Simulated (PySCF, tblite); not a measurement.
Isomers of C6H8F2S, one GFN2-xTB conformer each. Single-point energies are computed at PBE0/pcSseg-1 (PySCF, gas phase, no added dispersion term), electronic only.

```tsv
SMILES	GFN2-xTB relative energy (kcal/mol)
C#C[C@H](SCC)C(F)F	49.9
FC(F)[C@@H]1CCC(=S)C1	0.0
```

Conformers: `[CH:1]#[C:2][C@H:3]([S:4][CH2:5][CH3:6])[CH:7]([F:8])[F:9]` with C2–C3–S4–C5 69°, C3–S4–C5–C6 80°, C2–C3–C7–F8 -55°; `[F:1][CH:2]([F:3])[C@@H:4]1[CH2:5][CH2:6][C:7](=[S:8])[CH2:9]1` with F1–C2–C4–C5 180°, C2–C4–C5–C6 -85°, C4–C5–C6–C7 -25°, C5–C6–C7–S8 -173°, C6–C7–C9–C4 13°.

Problem. What does PBE0/pcSseg-1 give for the same structures?

Solution. 
```tsv
SMILES	PBE0/pcSseg-1 E (Eh)	PBE0/pcSseg-1 (kcal/mol)	GFN2-xTB (kcal/mol)	point group
FC(F)[C@@H]1CCC(=S)C1	-830.65695	0.0	0.0	C1
C#C[C@H](SCC)C(F)F	-830.58103	47.6	49.9	C1
```

Both levels put the same isomer lowest. As drawn, the lower has a C=S bond, which the higher lacks; the higher has a C≡C bond, which the lower lacks.

Problem. Which frontier levels, dipoles and rotational constants go with these structures?

Solution. 
| SMILES | HOMO (eV, PBE0/pcSseg-1) | LUMO (eV) | dipole (D) | A, B, C (MHz) |
| --- | --- | --- | --- | --- |
| FC(F)[C@@H]1CCC(=S)C1 | -6.47 | -2.23 | 2.18 | 2655, 796.5, 691.8 |
| C#C[C@H](SCC)C(F)F | -6.84 | -0.18 | 2.78 | 1790, 947.2, 725.7 |

Problem. What happens when harmonic zero-point energies from GFN2-xTB frequencies are added?

Solution. 
| SMILES | ZPE (kcal/mol) | electronic (kcal/mol) | with ZPE (kcal/mol) |
| --- | --- | --- | --- |
| FC(F)[C@@H]1CCC(=S)C1 | 80.8 | 0.0 | 0.0 |
| C#C[C@H](SCC)C(F)F | 77.3 | 47.6 | 44.1 |

The zero-point energies span 3.5 kcal/mol. The order is unchanged.
